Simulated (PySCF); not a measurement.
Sn(CF3)2(F)2, SMILES F[C](F)(F)[Sn]([F])([F])[C](F)(F)F (C2F8Sn), PBE0/def2-SVP optimised geometry.

```
11

F      2.58    -1.54    -0.08
C      2.12    -0.30     0.00
F      2.59     0.26     1.11
F      2.57     0.39    -1.04
Sn    -0.09    -0.30     0.00
F     -0.65     1.54     0.00
F     -0.65    -0.98    -1.71
C     -1.30    -1.34     1.53
F     -1.05    -2.64     1.52
F     -2.59    -1.15     1.29
F     -1.02    -0.87     2.74
```

Density from PBE0/def2-TZVP, def2 effective core potentials past Kr in PySCF at that geometry. The core electrons that the potentials of Sn replace are not part of the density.

Minimum of the electron density along straight lines between bonded atoms, close to the bond critical point (lines longer than 1.1 times the sum of covalent radii, or with two minima, are not listed):

```csv
bond,length / Å,ρ at the minimum / e bohr⁻³,∇²ρ there / e bohr⁻⁵,position (fraction from the first atom)
F1–C2,1.330,0.290,-0.39,0.66
C2–F3,1.329,0.291,-0.36,0.34
C2–F4,1.325,0.294,-0.36,0.34
C2–Sn5,2.208,0.104,0.08,0.50
Sn5–F6,1.925,0.122,0.59,0.52
Sn5–F7,1.925,0.122,0.59,0.52
Sn5–C8,2.208,0.104,0.08,0.50
C8–F9,1.329,0.291,-0.36,0.34
C8–F10,1.325,0.294,-0.36,0.34
C8–F11,1.330,0.290,-0.39,0.34
```
